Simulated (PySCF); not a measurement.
Computed properties of Zr(Cl)2(OH) (Cl₂HOZr), SMILES [OH][Zr+]([Cl])[Cl], charge +1, multiplicity 1

Zr(Cl)2(OH) (Cl2HOZr), SMILES [OH][Zr+]([Cl])[Cl], charge +1, multiplicity 1. Geometry: PBE0-D3(BJ)/def2-SVP. The multiplicity is an assumed one; other spin states were not compared. The isomer is the one that the SMILES or the coordinates give; other isomers of the formula were not compared. The def2 effective core potentials stand for the cores of Zr; spin–orbit coupling is left out. One conformer was computed; it need not be the lowest. All values are computed for the isolated molecule unless a solvent is named; none is compared with measurement here.

**Structure.** The optimised structure has Cs symmetry. All 9 harmonic modes at PBE0-D3(BJ)/def2-SVP (PySCF) are real, so it is a minimum. With heavy atoms numbered as in [Zr+:1]([Cl:2])([Cl:3])[OH:4], the shortest bond between them is Zr1–O4 at 1.841 Å and the longest Zr1–Cl3 at 2.275 Å.

**Vibrations.** The strongest infrared lines (harmonic, unscaled, degenerate partners summed) lie at 3856 cm⁻¹ (716 km/mol, H 94 %), 541 cm⁻¹ (225 km/mol, H 84 %, O 15 %), 415 cm⁻¹ (180 km/mol, H 84 %, O 14 %). The softest mode is at 96 cm⁻¹ and the zero-point energy is 9.9 kcal/mol.

**Electronic structure.** B3LYP/def2-TZVPD (PySCF) places the frontier levels at -14.05 and -8.95 eV, a gap of 5.10 eV and a mean polarisability of 63.9 bohr³.

**Excitations.** TDDFT-B3LYP/def2-SVPD (PySCF) has S1 at 4.01 eV (310 nm, f = 0.003, weak); the most intense of the 10 singlets computed lies at 5.36 eV (f = 0.02). T1 (TDA) is at 3.93 eV. No vertical singlet excitation falls in the visible range (under 3.1 eV).
